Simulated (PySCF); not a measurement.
Dipole response of Pt⁶⁴⁺ (platinum, charge +64)

[Ne] 3s2 3p2, high-spin 3P determinant. Calculation: PySCF 2.14, in an even-tempered Gaussian basis (17 s from 18 bohr⁻², ratio 2.5; 12 p from 24 bohr⁻², ratio 2.5; 4 d from 92 bohr⁻², ratio 2.7; 4 f from 140 bohr⁻², ratio 2.7); the spin-free X2C one-electron Hamiltonian (Gaussian nucleus). Coupled (time-dependent) response in atomic units; α is the mean over directions.

| method | mean α (bohr³) | α xx, yy, zz | C₆ (like pair) | S(−4) |
| --- | --- | --- | --- | --- |
| UHF | 0.001579 | 0.002058, 0.001340, 0.001340 | 4.710e-05 | 3.292e-06 |
| PBE0 | 0.001562 | 0.002041, 0.001322, 0.001322 | 4.632e-05 | 3.230e-06 |

S(−4) is the Cauchy moment in α(ω) = α(0) + S(−4) ω² + …

Spin-orbit coupling is absent.

α(iu) at PBE0:

| u (hartree) | α(iu) (bohr³) |
| --- | --- |
| 0 | 0.001562 |
| 3.00 | 0.001533 |
| 6.00 | 0.001455 |
| 12.0 | 0.001216 |
| 18.0 | 0.0009697 |
| 24.0 | 0.0007692 |
| 30.0 | 0.0006183 |
| 45.0 | 0.0003911 |
| 60.0 | 0.0002772 |
| 90.0 | 0.0001741 |
| 150 | 0.0001034 |

For an ion, C₆ is the dispersion term alone; charge-induced terms of lower order in 1/R come first.

The components differ because the open shell of this determinant is not spherical; for a pure term their mean is the scalar polarisability.

Spin-orbit coupling is strong in this species (close to jj coupling), so the high-spin LS determinant is a model state, not a physical level.
